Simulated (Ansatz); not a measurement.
CH4OSSi can be A, `S[SiH]1CO1`, or B, `OC1[SiH2]S1`.

Gas-phase electronic energies from Ansatz, PBE0-D4/def2-TZVP geometries. CCSD(T)/CBS is the MP2 limit (def2-TZVPP, def2-QZVPP) plus CCSD(T) − MP2 in def2-TZVPP, frozen cores. DFT in def2-TZVPP. B3LYP here is the variant with VWN-RPA as its local correlation; programs differ in this. One conformer a species, not always the lowest.

A:

```xyz
8

S     1.566   -1.085   -1.119
Si    0.031   -0.437    0.179
C    -0.773    1.155   -0.049
O     0.218    0.960    1.041
H     1.735   -2.247   -0.465
H    -0.574   -1.579    0.893
H    -0.430    1.863   -0.802
H    -1.772    1.371    0.323
```

B:

Z-matrix (Å, degrees):
```
C
Si 1 1.849
S 1 1.893 2 67.8
O 1 1.380 2 118.6 3 -109.8
H 1 1.089 2 120.1 3 100.0
H 2 1.478 1 117.8 3 108.1
H 2 1.480 1 120.1 3 -106.6
H 4 0.963 1 109.1 2 151.1
```

Question: Which isomer does CCSD(T)/CBS put lower? Give the gap. (Best estimate.)

Answer: Computed: A, by 17.7 kcal/mol.

Question: Give E(B) − E(A) in kcal/mol with B3LYP-D4, HF/def2-TZVPP, CCSD(T)/def2-SVP, CCSD(T)/def2-TZVPP, ωB97M-V, MP2/def2-TZVPP, B3LYP. (Best estimate.)

Answer: Ansatz gave: B3LYP-D4 17.7, HF/def2-TZVPP 19.1, CCSD(T)/def2-SVP 13.4, CCSD(T)/def2-TZVPP 18.1, ωB97M-V 18.0, MP2/def2-TZVPP 18.1, B3LYP 18.0. None reverses the order clearly.

Question: Does the order hold for the free energy at 298.15 K (harmonic terms from PBE0-D4)? (Estimate.)

Answer: Ansatz gave: Yes: G(B) − G(A) = +18.6 kcal/mol, for one conformer each.

Largest T1 diagnostic: 0.013.

Leaving LDA and LC-ωPBE aside and taking each functional with its dispersion term where it has one, the values, not all of them listed here, spread over 3.3 kcal/mol, from revPBE-D4 to CAM-B3LYP-D4. LDA lies −1.5 kcal/mol from PBE without D4. At CCSD(T), def2-SVP lies −4.3 kcal/mol from the extrapolated value and def2-TZVPP +0.4 kcal/mol.
